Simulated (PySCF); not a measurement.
# Si4PH14N3

The system: Si4PH14N3, a molecule; neutral, singlet. The structure, one conformer, was relaxed in the gas phase by PBE0-D3(BJ)/def2-SVP. No frequency run checks that it is a minimum.

SMILES: [SiH3]N[Si](P)(N[SiH3])N[SiH3]

```xyz
22

Si   -1.567    2.640   -0.203
N    -0.597    1.587   -1.204
Si    0.399    0.318   -0.572
N     0.384    0.495    1.154
Si   -0.400   -0.632    2.236
N    -0.319   -1.232   -0.902
Si    0.373   -2.832   -0.908
P     2.430    0.478   -1.553
H    -2.298    3.557   -1.130
H    -0.752    3.478    0.732
H    -2.565    1.884    0.612
H    -0.555    1.800   -2.196
H     0.932    1.234    1.586
H    -1.859   -0.770    1.945
H     0.206   -2.000    2.194
H    -0.231   -0.087    3.617
H    -1.273   -1.151   -1.249
H     0.515   -3.385   -2.292
H     1.728   -2.730   -0.292
H    -0.465   -3.789   -0.123
H     3.047   -0.476   -0.688
H     2.814    1.596   -0.748
```
Atom numbers follow the order of the file, from 1.

Shieldings: GIAO PBE0/pcSseg-1. Shifts are against computed references at the same level: H TMS (σ 31.27 ppm), Si TMS (σ 352.0 ppm). Core levels by delta-SCF with SCAN, pcX-2 on the ionised atom and pcseg-1 elsewhere, spin-free X2C (2p3/2 is the spin-free 2p value less a third of a first-order spin-orbit splitting); from the vacuum level, for chosen atoms.

**Question.** Give the shieldings and core levels atom by atom.

**Answer.** 
```json
{"atoms": "Si1", "bonded to": "1 N + 3 H", "σ (ppm)": "410.3", "δ (ppm)": "-58.3", "core level (eV)": "-"}
{"atoms": "N2", "bonded to": "2 Si + 1 H", "σ (ppm)": "234.2", "δ (ppm)": "-", "core level (eV)": "1s 404.01"}
{"atoms": "Si3", "bonded to": "3 N + 1 P", "σ (ppm)": "359.8", "δ (ppm)": "-7.8", "core level (eV)": "2p3/2 107.04"}
{"atoms": "N4", "bonded to": "2 Si + 1 H", "σ (ppm)": "229.9", "δ (ppm)": "-", "core level (eV)": "1s 403.95"}
{"atoms": "Si5", "bonded to": "1 N + 3 H", "σ (ppm)": "408.4", "δ (ppm)": "-56.4", "core level (eV)": "-"}
{"atoms": "N6", "bonded to": "2 Si + 1 H", "σ (ppm)": "233.4", "δ (ppm)": "-", "core level (eV)": "1s 404.03"}
{"atoms": "Si7", "bonded to": "1 N + 3 H", "σ (ppm)": "407.5", "δ (ppm)": "-55.5", "core level (eV)": "-"}
{"atoms": "P8", "bonded to": "1 Si + 2 H", "σ (ppm)": "576.7", "δ (ppm)": "-", "core level (eV)": "2p3/2 135.95"}
{"atoms": "H9 H10 H11", "bonded to": "1 Si", "σ (ppm)": "26.67", "δ (ppm)": "4.60", "core level (eV)": "-"}
{"atoms": "H12", "bonded to": "1 N", "σ (ppm)": "30.91", "δ (ppm)": "0.36", "core level (eV)": "-"}
{"atoms": "H13", "bonded to": "1 N", "σ (ppm)": "30.99", "δ (ppm)": "0.28", "core level (eV)": "-"}
{"atoms": "H14 H15 H16", "bonded to": "1 Si", "σ (ppm)": "26.59", "δ (ppm)": "4.67", "core level (eV)": "-"}
{"atoms": "H17", "bonded to": "1 N", "σ (ppm)": "31.14", "δ (ppm)": "0.12", "core level (eV)": "-"}
{"atoms": "H18 H19 H20", "bonded to": "1 Si", "σ (ppm)": "26.59", "δ (ppm)": "4.68", "core level (eV)": "-"}
{"atoms": "H21", "bonded to": "1 P", "σ (ppm)": "29.28", "δ (ppm)": "1.99", "core level (eV)": "-"}
{"atoms": "H22", "bonded to": "1 P", "σ (ppm)": "29.81", "δ (ppm)": "1.46", "core level (eV)": "-"}
```

Values are those of this one static structure, with the three H of a rotating XH3 group averaged; atoms that internal rotation interchanges would show their mean in an NMR spectrum.

**Question.** By CAM-B3LYP/def2-SVPD (TDDFT singlets, Tamm-Dancoff triplets, ionisation by delta-SCF), where does absorption start, and what does vertical ionisation take?

**Answer.** The lowest singlet lies at 6.13 eV (f 0.018), the strongest of the first 6 at 7.16 eV (f 0.123), the lowest triplet at 5.60 eV; vertical ionisation takes 8.83 eV.
